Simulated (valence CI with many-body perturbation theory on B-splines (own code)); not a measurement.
## Questions on Sr6+

Method: configuration interaction combined with many-body perturbation theory (CI+MBPT): four valence electrons over a frozen Dirac-Fock core [Ar] 3d10, a basis of 9 s, 9 p, 8 d, 6 f, 3 g, 1 h functions for each j, with the one-electron correlation potential Σ1 (screened to all orders), the two-electron term Σ2, the three-electron term Σ3, Breit, model QED; selected single and double excitations, second order for the rest, scaled by the run's own slope (own B-spline code, finite nucleus).

Against 13 measured levels this calculation errs by 112 cm⁻¹ on average and by 275 at most. These come from a selection out of Sansonetti, J. Phys. Chem. Ref. Data 41, 013102 (2012). Levels without a partner in it may be off by more.

Rates and lifetimes use the calculated energies. Strong lines usually hold to 10 to 20 %, long lifetimes can be off by a factor of two.

Question: What is the ground level?

Answer: 4s²4p² ³P_0, composition 92 % 4s²4p² ³P + 5 % 4s²4p² ¹S.

Question: Name the longest-lived excited levels whose lifetime is computed, and their main decay.

Answer: 4s²4p² ³P_2 at 1.555 eV lives 468 ms, mostly by M1 to 4s²4p² ³P_1; 4s²4p² ³P_1 at 0.847 eV lives 183 ms, mostly by M1 to 4s²4p² ³P_0; 4s²4p² ¹D_2 at 3.523 eV lives 23.2 ms, mostly by M1 to 4s²4p² ³P_2.

Question: How is the term ³P of the ground level split?

Answer: J = 0 at 0.000, J = 1 at 0.847, J = 2 at 1.555 eV.

Question: How well does LS coupling describe the low levels?

Answer: Among the lowest 20 levels the leading LS term, summed over configurations, holds 88 % on average. For single configurations the figures are 81 % in LS and 69 % in jj coupling. Terms mix most in the J = 2 level at 34.641 eV, where the leading one holds 48 %.

Question: Among levels below 47.199 eV, which E1 lines absorb most strongly from the ground level?

Answer: to 4s²4p4d ³P°_1 at 35.11 nm, f = 2.28; to 4s4p³ ³S°_1 at 42.89 nm, f = 0.309; to 4s²4p5s ³P°_1 at 26.69 nm, f = 0.211.

Question: Where does the other parity begin?

Answer: At 4s4p³ ⁵S°_2, 15.994 eV.

Question: What is the ionisation energy?

Answer: 105.02 eV; NIST lists 104 ± 2 eV (theoretical).
